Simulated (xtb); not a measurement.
xtb input (GFN1-xTB):

```bash
xtb mol.xyz --gfn 1 --sp --chrg -1 --uhf 0
```
mol.xyz:
```
7

C     -2.05396457    -2.40568385     0.60494745
C     -1.21722569    -1.42566246     0.35850549
B     -0.32506819    -0.38073261     0.09574127
Br    -0.79595032     1.55572507     0.36912250
Br     1.54229305    -0.68157919    -0.58894037
H     -2.12580363    -2.89841173     1.58025400
H     -2.74370949    -2.80495298    -0.14605227
```

End of the output:

```
         :::::::::::::::::::::::::::::::::::::::::::::::::::::
         ::                     SUMMARY                     ::
         :::::::::::::::::::::::::::::::::::::::::::::::::::::
         :: total energy             -14.694161715797 Eh    ::
         :: gradient norm              0.012522207643 Eh/a0 ::
         :: HOMO-LUMO gap              3.105148405901 eV    ::
         ::.................................................::
         :: SCC energy               -14.842197565971 Eh    ::
         :: -> electrostatic           0.123551893721 Eh    ::
         :: repulsion energy           0.150904812225 Eh    ::
         :: dispersion energy         -0.002868962051 Eh    ::
         :: halogen bond corr.         0.000000000000 Eh    ::
         :: add. restraining           0.000000000000 Eh    ::
         :: total charge              -1.000000000000 e     ::
         :::::::::::::::::::::::::::::::::::::::::::::::::::::

           -------------------------------------------------
          |                Property Printout                |
           -------------------------------------------------

    * Orbital Energies and Occupations

         #    Occupation            Energy/Eh            Energy/eV
      -------------------------------------------------------------
         1        2.0000           -0.4555061             -12.3950
         2        2.0000           -0.4545299             -12.3684
         3        2.0000           -0.4137672             -11.2592
         4        2.0000           -0.3613250              -9.8322
         5        2.0000           -0.3272356              -8.9045
         6        2.0000           -0.3201065              -8.7105
         7        2.0000           -0.2527132              -6.8767
         8        2.0000           -0.2490693              -6.7775
         9        2.0000           -0.2174304              -5.9166
        10        2.0000           -0.2052356              -5.5847
        11        2.0000           -0.1939279              -5.2770
        12        2.0000           -0.1936275              -5.2689
        13        2.0000           -0.1856843              -5.0527
        14        2.0000           -0.1386640              -3.7732 (HOMO)
        15                         -0.0245519              -0.6681 (LUMO)
        16                          0.0243142               0.6616
Note: The following floating-point exceptions are signalling: IEEE_DENORMAL
normal termination of xtb
        17                          0.0324177               0.8821
        18                          0.0783783               2.1328
        19                          0.1140778               3.1042
        20                          0.1257354               3.4214
        21                          0.1450751               3.9477
        22                          0.1496418               4.0720
        23                          0.1575908               4.2883
        24                          0.1581372               4.3031
        25                          0.1613770               4.3913
       ...                                ...                  ...
        34                          1.2077582              32.8648
      -------------------------------------------------------------
                  HL-Gap            0.1141121 Eh            3.1051 eV
             Fermi-level           -0.0816079 Eh           -2.2207 eV

  Mulliken/CM5 charges         n(s)   n(p)   n(d)
     1C    -0.10950 -0.20032   1.011  3.098  0.000
     2C    -0.29225 -0.20784   1.123  3.170  0.000
     3B     0.03086 -0.21013   1.004  1.965  0.000
     4Br   -0.26438 -0.19203   1.950  5.316 -0.002
     5Br   -0.26438 -0.19203   1.950  5.316 -0.002
     6H    -0.05017  0.00118   1.050  0.000  0.000
     7H    -0.05017  0.00118   1.050  0.000  0.000

Wiberg/Mayer (AO) data.
largest (>0.10) Wiberg bond orders for each atom

 ---------------------------------------------------------------------------
     #   Z sym  total        # sym  WBO       # sym  WBO       # sym  WBO
 ---------------------------------------------------------------------------
     1   6 C    3.972 --     2 C    1.955     7 H    0.964     6 H    0.964
     2   6 C    3.827 --     1 C    1.955     3 B    1.741
     3   5 B    3.621 --     2 C    1.741     5 Br   0.905     4 Br   0.905
     4  35 Br   1.048 --     3 B    0.905
     5  35 Br   1.048 --     3 B    0.905
     6   1 H    1.020 --     1 C    0.964
     7   1 H    1.020 --     1 C    0.964
 ---------------------------------------------------------------------------

Topologies differ in total number of bonds
Writing topology from bond orders to xtbtopo.mol

 dipole moment from electron density (au)
     X       Y       Z
   0.9655   1.1309  -0.2844  total (Debye):    3.848

           -------------------------------------------------
          | TOTAL ENERGY              -14.694161715797 Eh   |
          | GRADIENT NORM               0.012522207643 Eh/α |
          | HOMO-LUMO GAP               3.105148405901 eV   |
           -------------------------------------------------

------------------------------------------------------------------------
------------------------------------------------------------------------
 total:
 SCF:
```

It need not be the lowest isomer of its formula. Whether it binds its extra electron was not tested at this geometry.
